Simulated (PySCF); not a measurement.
# Correlation energy of Pb⁺ (lead, charge +1)

[Xe] 4f14 5d10 6s1 6p1 6d1, one real determinant (an excited configuration). Calculation: PySCF 2.14, in aug-cc-pVTZ-PP with ECP60MDF; scalar relativity through the core potential. Frozen: 5s2 5p6 5d10; 3 electrons correlated.

```tsv
level	correlation energy (mhartree)
CCSD	-16.92
(T)	-2.91
CCSD(T)	-19.83
```

Diagnostics: T1 = 0.031, D1 = 0.0704, largest double amplitude 0.512.

Is a single reference adequate?

Not fully. The real determinant used has ⟨L²⟩ near 8 against 12 for a pure F term, so it mixes terms. Spin-orbit coupling, absent here, splits the open shell strongly. The outer electron is Rydberg-like, and this basis confines it to a smaller radius and binds it less than a complete one would. T1 exceeds 0.03, a sign that the reference determinant is poor. A double-excitation amplitude exceeds 0.15, a sign of near-degeneracy.

The reference is one real determinant that mixes LS terms of this configuration.
